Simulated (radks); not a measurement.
Problem. Sb+, 50 electrons, occupied as [Kr] 4d10 5s2 5p2. Method: scalar-relativistic Kohn-Sham, BLYP, spin-polarised, spherical densities, finite nucleus; open shells are filled with parallel spins first (spin-orbit coupling, left out, can overturn this in heavy ions); Fermi nuclear charge, rms radius 4.6802 fm; computed with a radial shooting solver on a logarithmic mesh with Libxc functionals. Some entries of the table are withheld. Estimate them.

orbital  occ.  eigenvalue (eV)  <1/r> (bohr^-1)
1s up       1        -30316.73            54.32
1s down     1        -30316.68            54.32
2s up       1        -4620.429            12.41
2s down     1        -4620.409            12.41
2p up       3        -4149.376            11.92
2p down     3        -4149.337            11.92
3s up       1        -912.2317            4.421
3s down     1        -912.1882            4.421
3p up       3        -758.6850            4.208
3p down     3        -758.6356            4.208
3d up       5        -524.2115            3.976
3d down     5        -524.1650            3.976
4s up       1        -156.9879            1.760
4s down     1        -156.8824            1.760
4p up       3        -109.9577            1.602
4p down     3        -109.8476            1.602
4d up       5         -41.7483              (1)
4d down     5         -41.5437              (2)
5s up       1         -21.0152           0.5977
5s down     1         -19.8467           0.6019
5p up       2         -12.3711           0.4795
5p down     0         -11.1856           0.4739

Solution. 
(1) 4d up <1/r> (bohr^-1): 1.293
(2) 4d down <1/r> (bohr^-1): 1.297
